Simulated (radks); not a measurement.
Problem. The mean radii <r> (bohr) of the occupied orbitals of an atom or ion are listed with their occupations. Method: non-relativistic Kohn-Sham, PBE, spin-polarised, spherical densities, point nucleus; computed with a radial shooting solver on a logarithmic mesh with Libxc functionals.

orbital  occ.      <r>
1s up       1  0.02134
1s down     1  0.02134
2s up       1  0.08961
2s down     1  0.08956
2p up       3  0.07584
2p down     3  0.07578
3s up       1   0.2155
3s down     1   0.2157
3p up       3   0.2041
3p down     3   0.2044
3d up       2   0.1765

Name the element and its charge. Open shells, if any, are filled with parallel spins first.

Solution. Z = 71, lutetium, charge +51: Lu51+ in [Ar] 3d2. The 1s radius gives Z: for a bare nucleus <r> = 1.5/Z, 0.02113 bohr for Z = 71, and screening makes it slightly larger (0.02134 here). The occupations add up to 20, and the charge is Z minus that.
